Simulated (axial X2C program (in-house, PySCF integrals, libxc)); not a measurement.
**Worked dissociation energy of CsN⁻: MP2, spin-free**

All values were computed with an in-house all-electron X2C program for linear molecules (integrals from PySCF). Spin-free means the one-electron spin-free X2C Hamiltonian. Basis: Cs dyall-acv3z [16s16p10d4f1g], N dyall-av3z [7s7p3d2f] (cores contracted in-house); Gaussian nuclei, density fitting, unrestricted open shells. Masses: Cs 132.905 u, N 14.003 u.

Molecular state: M_S = 3/2, Λ = 0 (beyond evenly filled blocks: σα, π+α, π-α).

Correlated methods: 15 electrons correlated (number of frozen shells: Cs 4 s, 3 p, 2 d; N 1 s), 313 virtual spin orbitals or spinors in MP2.

- E(Cs-) (2M_S = 0, M_L = 0): -7783.313291 hartree
- E(N) (2M_S = 3, M_L = 0): -54.533472 hartree
- E(CsN⁻) at Re: -7837.875116 hartree
- ωe: 229.1 cm⁻¹
- ωexe: 1.25 cm⁻¹

Task: Work out De and D0.

Result: De = -7783.313291 + (-54.533472) − (-7837.875116) = 0.02835 hartree = 0.772 eV. The zero-point energy is ωe/2 − ωexe/4 = 114 cm⁻¹ = 0.014 eV, so D0 = 0.757 eV.

One determinant describes the state; a PBE0 search over occupations chose it and may have missed a lower one. De is counted from the lowest determinant-based energies of the atoms at the same level, without counterpoise correction. Other states lie close and PBE0, whose exact exchange favours high spin, may order them wrongly; the determinant shown need not be the ground state. The nearest other spin-free determinant of the search, M_S = 1/2, Λ = 0, lies 0.017 eV up at the distance of the search. Spin-free De lacks the spin–orbit lowering of the heavy p-block atom, a tenth of an eV or more for 4p and 5p, up to an eV for 6p and one to two eV for 7p atoms, less what an open-shell molecule gains itself.

Each atomic determinant is the lowest at this level and need not be a pure term. Totals compare only within one Hamiltonian and basis.
